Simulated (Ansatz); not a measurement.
C₄H₅ (SMILES [CH]1C=CC1), doublet (typed; the unrestricted solution is spin-contaminated), at a GFN2-xTB geometry; CCSD(T)/STO-3G (Ansatz, a quantum-chemistry and plane-wave program).

Ansatz was given this input:
Ansatz 0.2 input:
```yaml
crystal:
  periodic: [false, false, false]
  atoms:
    - {symbol: C, position_ang: [-0.00321860, -0.72310986, 0.74098122]}
    - {symbol: C, position_ang: [-0.14926074, 0.65486258, 0.76135888]}
    - {symbol: C, position_ang: [0.14871370, -0.77776372, -0.63542029]}
    - {symbol: C, position_ang: [0.00323715, 0.72727827, -0.74525266]}
    - {symbol: H, position_ang: [-0.00656200, -1.47425761, 1.51069329]}
    - {symbol: H, position_ang: [-0.30703081, 1.39951873, 1.51456422]}
    - {symbol: H, position_ang: [0.30636277, -1.54960601, -1.36076760]}
    - {symbol: H, position_ang: [0.88393419, 1.26012121, -1.10389175]}
    - {symbol: H, position_ang: [-0.87353323, 1.07662001, -1.29060109]}
basis:
  gaussian:
    orbitals: STO-3G
magnetization: {spin_polarized: true, initial_magnetization: 1}
correlation: {method: ccsd_t}
```

What the program printed (banner, timings and long lists left out):

```
Functional definition: HF
348 factors; integrals over basis functions are off by at most 3.6e-5 eV
mean field evaluation 1: about -4145.8143 eV, gradient 1.0e1 eV
mean field evaluation 2: about -4145.9836 eV, gradient 1.0e1 eV
mean field evaluation 4: about -4147.4465 eV, gradient 2.7e0 eV
mean field evaluation 8: about -4147.7515 eV, gradient 5.2e-2 eV
mean field evaluation 16: about -4146.9168 eV, gradient 4.4e0 eV
mean field -4147.74547150 eV, -152.4268346349 hartree, gradient 2.7e-6 eV, S^2 1.079699; 0 other end points of the search recorded, 0 dependent functions left out
4 core orbitals not correlated
reference -4147.74547150 eV, -152.4268346349 hartree; 11, 10 occupied and 10, 11 virtual orbitals, 348 factors
second order -4.75363928 eV of doubles, -0.00000000 eV of singles
cycle   1  -5.75637524 eV  change    -1.0e0 eV  update   9.2e-2
cycle   2  -6.44514930 eV  change   -6.9e-1 eV  update   5.4e-2
cycle   3  -6.62652865 eV  change   -1.8e-1 eV  update   2.9e-2
cycle   4  -6.67919239 eV  change   -5.3e-2 eV  update   1.2e-2
cycle   5  -6.68898507 eV  change   -9.8e-3 eV  update   4.4e-3
cycle   6  -6.68999823 eV  change   -1.0e-3 eV  update   1.4e-3
cycle   7  -6.69140383 eV  change   -1.4e-3 eV  update   3.6e-4
cycle   8  -6.69169405 eV  change   -2.9e-4 eV  update   1.4e-4
cycle   9  -6.69155275 eV  change    1.4e-4 eV  update   4.7e-5
cycle  10  -6.69156158 eV  change   -8.8e-6 eV  update   1.5e-5
perturbative correction -0.08112331 eV, -0.0029812267 hartree
Total energy: -4154.51815640 eV, -152.6757262142 hartree
```
